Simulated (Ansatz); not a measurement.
The cluster Mo₂N₂, relaxed as a singlet with RKS PBE-D4/def2-TZVP in Ansatz, starting from the GFN2-xTB geometry. Force threshold 0.02 eV/Å.

In the def2 sets Mo takes a core potential; there is no spin–orbit coupling. The order of the spin states hangs on the level: the quintet lies 0.48 eV below the singlet at PBE0-D4/def2-TZVP, but 0.23 eV above it at PBE-D4/def2-TZVP. The structure comes from a short search, and lower isomers may exist.

Start:

| atom | x (Å) | y (Å) | z (Å) |
| --- | --- | --- | --- |
| Mo1 | 0.703 | -0.050 | 0.479 |
| Mo2 | -1.114 | -1.035 | -0.821 |
| N3 | 0.182 | 0.066 | -1.415 |
| N4 | 0.229 | 1.019 | 1.757 |

```
        step  energy (eV)  largest force component (eV/Å)  SCF passes
           1   -6688.9420                           2.757          67
           2   -6689.3916                           1.798          42
           3   -6689.6664                           2.540          40
           4   -6690.0297                           3.146          39
           5   -6690.4190                           2.276          39
           6   -6690.6852                           0.271          31
           7   -6690.7001                           0.128          33
8 (rejected)   -6690.7000                           0.139          27
           9   -6690.7007                           0.030          27
          10   -6690.7008                           0.001          26
```

Force components are those of the run's own axes.

End:

Cartesian coordinates in Å:
```
Mo 0.860 0.491 0.528
Mo -0.860 -0.491 -0.528
N 0.058 -0.528 -1.914
N -0.058 0.529 1.914
```

By distances, no bond broke or formed. The bond that changes most is Mo1–N3, from 1.97 to 2.76 Å (atoms count from 1).

No frequencies were taken in this run, so the end may be a saddle point.

Hardware: 4 threads of Arm Neoverse V2 on a shared host. Wall time 10 s.
